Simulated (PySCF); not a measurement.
A run for PySCF: D3(BJ) and D4 dispersion corrections on CH3FOSi (SMILES CO[Si]F).

```python
from pyscf import gto
from pyscf.dispersion import dftd3, dftd4

mol = gto.M(
    atom='''
    C    -0.95686205    0.15981438   -0.03155794
    O     0.43759155    0.26183765    0.23401208
    Si    1.59714742   -0.78021225   -0.28418148
    F     2.89409277   -0.07056435    0.36651242
    H    -1.28314779    1.05695614   -0.55790475
    H    -1.49303241    0.08901868    0.91493779
    H    -1.19578950   -0.71685025   -0.64181811
    ''',
    basis='def2-svp',
    charge=0, spin=0, verbose=0, max_memory=1800)
d3, d4 = {}, {}
for xc in ['hf', 'pbe', 'blyp', 'revpbe', 'tpss', 'r2scan', 'b3lyp', 'pbe0', 'bhlyp', 'camb3lyp', 'b2plyp']:
    d3[xc] = float(dftd3.DFTD3Dispersion(mol, xc=xc, version='d3bj', atm=False).get_dispersion()['energy'])
    print(f'D3(BJ) {xc:10s} {d3[xc]:14.8f} Eh')
for xc in ['hf', 'pbe', 'blyp', 'revpbe', 'tpss', 'r2scan', 'b3lyp', 'pbe0', 'bhlyp', 'camb3lyp', 'b2plyp']:
    d4[xc] = float(dftd4.DFTD4Dispersion(mol, xc={'camb3lyp': 'cam-b3lyp'}.get(xc, xc), atm=True).get_dispersion()['energy'])
    print(f'D4     {xc:10s} {d4[xc]:14.8f} Eh')
```

Output:

```
D3(BJ) hf            -0.03525107 Eh
D3(BJ) pbe           -0.00404704 Eh
D3(BJ) blyp          -0.00884501 Eh
D3(BJ) revpbe        -0.01040411 Eh
D3(BJ) tpss          -0.00513480 Eh
D3(BJ) r2scan        -0.00108590 Eh
D3(BJ) b3lyp         -0.00723468 Eh
D3(BJ) pbe0          -0.00350962 Eh
D3(BJ) bhlyp         -0.00574756 Eh
D3(BJ) camb3lyp      -0.00321372 Eh
D3(BJ) b2plyp        -0.00339542 Eh
D4     hf            -0.01603378 Eh
D4     pbe           -0.00419024 Eh
D4     blyp          -0.00946106 Eh
D4     revpbe        -0.01391854 Eh
D4     tpss          -0.00567705 Eh
D4     r2scan        -0.00098622 Eh
D4     b3lyp         -0.00680002 Eh
D4     pbe0          -0.00349509 Eh
D4     bhlyp         -0.00504235 Eh
D4     camb3lyp      -0.00351908 Eh
D4     b2plyp        -0.00290480 Eh
```

The run finished.

Cost: very roughly 0.04 core-seconds.
